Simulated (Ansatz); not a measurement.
A nudged elastic band was laid between two geometries of GaH4N (6 atoms, charge 0, multiplicity 1).

Level of theory: Ansatz, RKS PBE0/def2-SVP.

* movable images: 3
* climbing image: no
* spring: 5.0 eV/Å²
* optimiser: quadratic models (default)
* start path: through a guess of the saddle point
* force threshold: 0.05 eV/Å
* iteration limit: 60
* end points: relaxed

Image 0:

```xyz
6
Properties=species:S:1:pos:R:3
Ga 0.564 0.031 0.050
N 0.977 -0.035 1.811
H 0.296 -0.134 2.554
H 1.919 0.023 2.179
H 1.758 0.188 -0.948
H -0.951 -0.074 -0.323
```

Image 4:

```xyz
6
Properties=species:S:1:pos:R:3
Ga -0.047 -1.315 -0.080
N 1.232 0.107 1.298
H 0.620 0.534 1.995
H 2.007 -0.334 1.790
H 1.607 0.872 0.736
H -0.856 0.135 -0.416
```

(1) What changes between the two ends?

(2) Give the energies along the band, and the barrier.

(3) What is the geometry of the highest image?

Results:

(1) Bonds broken: Ga1–H5. Bonds formed: N2–H5.

(2) The forces met the threshold. The highest image is number 3 of 0 to 4, 64.2 kJ/mol above the first end and 0.6 kJ/mol above the last; the last end lies 63.5 kJ/mol above the first. Beside the main top the profile has a ripple of under 15 meV (maxima at images 1, 3), which may be a very shallow well or noise. The top lies less than 8 meV above the higher end, about what the thresholds resolve: that end is a shoulder or a very shallow well. No image climbed, so the highest image needn't sit at the top of the path. A band with more images between the same ends climbed to 2.70 eV, so this one has probably stepped over the top. So few images can step over the top or miss a turn of the path. The orbitals stay closed-shell, which can raise the energy where a bond breaks towards radicals; this wasn't checked here.

```
image  path coordinate (Å)  energy (kJ/mol)  Ga1–H5 (Å)  N2–H5 (Å)
    0                 0.00              0.0        1.56       2.88
    1                 2.31             64.1        1.57       2.38
    2                 4.62             63.5        2.95       1.02
    3                 6.93             64.2        2.95       1.02
    4                 9.24             63.5        2.86       1.02
```

(3) 
```xyz
6
Properties=species:S:1:pos:R:3
Ga -0.099 -0.607 -0.607
N 1.332 0.164 1.120
H 1.255 1.179 1.185
H 1.026 -0.209 2.017
H 2.320 -0.056 0.999
H -1.272 -0.470 0.608
```

Time of the run: 6.5 min on 1 thread of AMD EPYC 7571 (shared host), peak memory 0.15 GiB.
